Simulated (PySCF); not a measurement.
## Ionising BBr

r²SCAN; basis B def2-TZVPPD, Br def2-TZVPPD; no relativity; PySCF 2.14. Neutral (UKS): singlet (closed shell), Re = 1.901 Å, ωe = 672 cm⁻¹, De = 4.63 eV, HOMO -6.50 eV, LUMO -2.90 eV.

BBr⁺ (UKS): doublet (σ ↑), Re = 1.752 Å, ωe = 951 cm⁻¹, De = 4.10 eV to B⁺ + Br. The energies at the minima are -2598.89987 hartree for BBr and -2598.55832 for BBr⁺.

Question: Work out the adiabatic ionisation energy, without and with harmonic zero-point energies (1 hartree = 27.2114 eV, 1 eV = 8065.5 cm⁻¹), and the change of the bond length.

Answer: At r²SCAN: 0.34155 hartree = 9.294 eV between the minima; the zero-point term (951.0 − 672.0)/2 cm⁻¹ = +0.017 eV makes it 9.311 eV. Re changes by -14.9 pm against the neutral. Minus the HOMO energy is 6.50 eV, -2.79 eV from the value between the minima; self-interaction puts the Kohn–Sham level too high, less so with exact exchange. The electron leaves a σ orbital, and the shorter bond of the ion fits an antibonding orbital, or a change in how ionic the bond is.

BBr⁻ (UKS): doublet (π ↑), Re = 2.121 Å, ωe = 389 cm⁻¹, De = 1.49 eV to B + Br⁻. The energies at the minima are -2598.89987 hartree for BBr and -2598.91403 for BBr⁻.

Question: Work out the adiabatic electron affinity, without and with harmonic zero-point energies (1 hartree = 27.2114 eV, 1 eV = 8065.5 cm⁻¹), and the change of the bond length.

Answer: At r²SCAN: 0.01416 hartree = 0.385 eV between the minima; the zero-point term (672.0 − 389.0)/2 cm⁻¹ = +0.018 eV makes it 0.403 eV. Re changes by +22.0 pm against the neutral. The electron enters a π orbital, and the ion is left as a loose complex of an ion and an atom.

Spin–orbit coupling is left out. For an ion De counts to the pair picked by the measured ionisation energies or electron affinities, which need not be the lowest pair at this level. The highest Kohn–Sham level is positive in this anion. Much of that is self-interaction error, but it also means that the finite basis helps to hold the extra electron. States were picked by a PBE0 search and need not be the measured ground states.
